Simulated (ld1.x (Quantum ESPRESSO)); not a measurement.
**What one change does to a pseudopotential (manganese, TM)**

```json
{
 "Element": "manganese",
 "Generator": "ld1.x (Quantum ESPRESSO) 7.5",
 "Type": "norm-conserving Troullier–Martins (Kleinman–Bylander form)",
 "Functional": "PBEsol",
 "Relativity": "scalar-relativistic",
 "Frozen core": "[Ar]",
 "Valence charge": "7",
 "Reference configuration": "3d5 4s1 4p0 (charge +1)",
 "Partial waves": "4s (bound): rc 2.15 bohr; 4p (bound, empty): rc 2.00 bohr; 3d (bound): rc 1.25 bohr",
 "Local potential": "all-electron potential smoothed inside 1.20 bohr (lloc = -1)",
 "Core correction": "none"
}
```

Change: wave 4s (bound): rc 2.15 bohr becomes 4s (bound): rc 2.68 bohr.

Cutoffs: the cutoffs (Ry, on a coarse ladder) from which the occupation-weighted sum of valence levels, in a spherical-Bessel basis at the reference potential, stays within 10 and 1 mRy of its value at 400 Ry; they do not see the model core or the augmentation charge, which bear on the density cutoff. Errors are all-electron minus pseudo energies relative to the spin-unpolarised reference configuration.

Problem. What does the change do?

Solution. The potential gets neither clearly harder nor softer (140 Ry and 160 Ry → 140 Ry and 160 Ry); both files keep a bound ghost (p, s); of the 6 tests that both files solve, the error grows in 0 and shrinks in 2 by more than 15 % and 0.3 meV (median size 32.9 → 19.9 meV).

| quantity | base | changed |
| --- | --- | --- |
| cutoff, loose | 140 Ry | 140 Ry |
| cutoff, tight | 160 Ry | 160 Ry |
| loose cutoff by channel (10 mRy a level) | s 6 Ry, d 120 Ry | s 10 Ry, d 120 Ry |
| bound ghosts | s, p | s, p |
| tests counted (converged, no solver errors) | 6 of 7 | 6 of 7 |
| error for 3d5 4s2 4p0, meV [ΔE -8.43 eV] | +0.4 | +0.5 |
| error for 3d5 4s0 4p0, meV [ΔE 15.51 eV] | +34 | +32 |
| error for 3d4 4s0 4p0, meV [ΔE 47.99 eV] | +32 | +2.6 |
| error for 3d4 4s2 4p0, meV [ΔE 4.78 eV] | -234 | -209 |
| error for 3d3 4s0 4p0, meV [ΔE 98.71 eV] | -524 | -589 |
| error for 3d5 4s0 4p2, meV [ΔE -0.47 eV] | +10 | +7.9 |

Base: Tests not counted: 3d4 4s2 4p1 (an occupied level unbound or not found, printed error -3.0 eV). These tests converged, but a pseudo level misses the all-electron one widely, so the file describes the atom poorly there or has found another state: 3d3 4s0 4p0: empty 4s by 7.8 eV (a node warning on the way). ld1.x printed “convergence not achieved” for 2 of the counted tests; their residual had stalled under 1e-8, short of the target of 1e-14. Changed file: Tests not counted: 3d4 4s2 4p1 (an occupied level unbound or not found, printed error -3.0 eV). ld1.x printed “convergence not achieved” for 2 of the counted tests; their residual had stalled under 1e-8, short of the target of 1e-14. A true bound ghost makes a file unfit for plane-wave use even where its test errors are small: the radial tests pick states by their node count and pass the ghost by. Where a test does run into it, the solver fails or the error is huge.
